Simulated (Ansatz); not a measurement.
A nudged elastic band was laid between two geometries of C$_{3}$H$_{4}$Se (8 atoms, charge 0, multiplicity 1).

The calculation used Ansatz, RKS PBE0-D4/def2-SVP.

| Property | Result |
| --- | --- |
| movable images | 7 |
| climbing image | yes |
| spring | 5.0 eV/Å² |
| optimiser | quadratic models (default) |
| start path | straight line |
| force threshold | 0.05 eV/Å |
| iteration limit | 60 |
| end points | relaxed |

First end point:

```xyz
8
Properties=species:S:1:pos:R:3
C -0.528 1.681 -0.357
C -0.059 0.526 0.040
C 0.419 -0.630 0.421
Se 0.597 -2.105 -0.780
H -1.587 1.935 -0.236
H 0.122 2.432 -0.820
H 0.814 -0.773 1.432
H 0.314 -3.124 0.243
```

Last end point:

```xyz
8
Properties=species:S:1:pos:R:3
C -0.282 1.726 -0.415
C -0.101 0.517 0.051
C 0.069 -0.697 0.508
Se -0.076 -2.234 -0.617
H -1.285 2.160 -0.496
H 0.565 2.341 -0.737
H 0.219 -0.884 1.576
H 0.985 -2.986 0.073
```

Task: What changes between the two ends?

Result: No bond is made or broken. The dihedral H7–C3–Se4–H8 goes from 38 to -40°. The two ends are copies of one structure, up to a mirror image or an exchange of like atoms.

Task: What energy profile does the band end with?

Result: The run converged. The highest image is number 4 of 0 to 8, 0.006 eV above the ends, which have the same energy within 2 meV. The top lies less than 8 meV above the higher end, about what the thresholds resolve: that end is a shoulder or a very shallow well. The order of the stationary point at the top wasn't checked.

| image | path coordinate (Å) | energy (eV) | dihedral H7–C3–Se4–H8 (°) |
| --- | --- | --- | --- |
| 0 | 0.00 | 0.000 | 38 |
| 1 | 0.17 | 0.001 | 29 |
| 2 | 0.34 | 0.003 | 20 |
| 3 | 0.51 | 0.005 | 9 |
| 4 | 0.68 | 0.006 | -1 |
| 5 | 0.86 | 0.005 | -11 |
| 6 | 1.03 | 0.002 | -22 |
| 7 | 1.20 | 0.001 | -31 |
| 8 | 1.37 | 0.000 | -40 |

Task: What is the geometry of the highest image?

Result: 
```xyz
8
Properties=species:S:1:pos:R:3
C -0.411 1.731 -0.392
C -0.086 0.536 0.030
C 0.235 -0.669 0.424
Se 0.245 -2.182 -0.742
H -1.449 2.084 -0.361
H 0.345 2.424 -0.779
H 0.518 -0.867 1.462
H 0.696 -3.113 0.302
```

Run time: 7.9 min on 2 threads of Arm Neoverse V1, with other jobs on the host, peak memory 0.2 GiB.
